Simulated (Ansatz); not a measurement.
Program: Ansatz. Geometries: PBE0-D4/def2-TZVP. ΔE: electronic, gas phase. CCSD(T)/CBS is the MP2 limit (def2-TZVPP, def2-QZVPP) plus CCSD(T) − MP2 in def2-TZVPP, frozen cores. DFT in def2-TZVPP. B3LYP here is the variant with VWN-RPA as its local correlation; programs differ in this. For Zn outer-core shells are correlated without core-valence functions, which leaves a few kJ/mol of doubt a bond. Scalar relativity is left out up to krypton. One conformer a species, not always the lowest.

Reaction (redistribution): `[BH2][AlH][OH]` + `C[S][Zn][SH]` → `[BH2][AlH][S]C` + `[OH][Zn][SH]`

Question: Is it downhill or uphill in electronic energy at CCSD(T)/CBS, and by how much? (An estimate is asked.)

Answer: Ansatz gave: Uphill: ΔE = +0.73 eV.

Question: What do these levels give: r2SCAN-D4, r2SCAN0-D4, ωB97X-V, B3LYP, HF/def2-QZVPP, HF/CBS(def2)? (An estimate is asked.)

Answer: Computed: r2SCAN-D4 0.72, r2SCAN0-D4 0.77, ωB97X-V 0.74, B3LYP 0.79, HF/def2-QZVPP 0.86, HF/CBS(def2) 0.86 eV.

Largest T1 diagnostic among the species: 0.016.

From r2SCAN to r2SCAN0 (25 % exact exchange), in def2-TZVPP and without D4, ΔE moves by +0.05 eV. At CCSD(T), def2-SVP lies +0.04 eV from the extrapolated value and def2-TZVPP −0.02 eV.
